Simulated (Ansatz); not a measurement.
C5H9CuN2O, SMILES `Cn1ccn(C)[c+]1[Cu-][OH]`, charge 0, multiplicity 1.

(1) Give a relaxed structure at PBE0-D4/def2-TZVP (the Gaussian-basis code of Ansatz). (Best estimate.)

## Answers

(1) Computed: 
Cartesian coordinates in Å:
```
C 1.106 -2.158 0.303
N 0.488 -0.900 0.652
C 0.287 -0.460 1.938
C -0.307 0.748 1.841
N -0.450 1.006 0.499
C -1.044 2.204 -0.046
C 0.037 -0.005 -0.256
Cu 0.075 -0.140 -2.124
O 0.224 -0.237 -3.907
H 0.538 -2.990 0.722
H 2.132 -2.195 0.675
H 1.115 -2.237 -0.783
H 0.580 -1.032 2.802
H -0.634 1.434 2.604
H -1.000 2.134 -1.132
H -0.490 3.086 0.281
H -2.085 2.292 0.269
H -0.572 -0.552 -4.337
```
Point group Cs.
This is one stationary point; other conformers may exist.
